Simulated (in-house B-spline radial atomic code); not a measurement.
A run on Rb that did not converge. Method: scalar-relativistic (X2C) TPSS, spin-polarised, spherical fractional occupations, Fermi nucleus of rms radius 4.2036 fm; computed with an all-electron radial atomic-structure program (B-spline basis).

Command:
```bash
python run_scf.py task.json out
```
Settings (nuclear radius in fm, mass in u):
```
Z                37
configuration    [Ne] 3s2 3p5.75 3d10 4s2 4p6 5s1 5f0.25
hamiltonian      x2c
method           tpss,tpss
spin_polarised   True
nucleus          fermi
rms_radius       4.2036
atomic_mass      84.91179
speed_of_light   137.035999084
```

First and last ten iterations of the last attempt (damped for 15 steps, keeping 80 % of the old Fock matrix, then DIIS):
```
 iter        energy (Eh)    residual
    1       -2978.815054    5.43e-02
    2       -2978.817753    2.16e-03
    3       -2978.817795    1.36e-03
    4       -2978.817814    1.07e-03
    5       -2978.817822    9.27e-04
    6       -2978.817827    8.00e-04
    7       -2978.817830    6.90e-04
    8       -2978.817832    5.96e-04
    9       -2978.817833    5.14e-04
   10       -2978.817834    4.43e-04
  111       -2978.817846    1.19e-05
  112       -2978.817846    1.37e-05
  113       -2978.817846    1.03e-05
  114       -2978.817846    8.69e-06
  115       -2978.817846    9.35e-06
  116       -2978.817846    9.60e-06
  117       -2978.817846    8.48e-06
  118       -2978.817846    6.93e-06
  119       -2978.817846    5.19e-06
  120       -2978.817846    5.08e-06
 not converged after 120 iterations
```

The smallest residual met was 3.9e-07; the threshold is about 4e-07. Over the last five steps the energy moves by less than 2e-07 hartree, but the orbitals didn't meet the threshold. Time taken, with all properties: 4.8 s on 1 thread of Arm Neoverse V1, on a shared host.
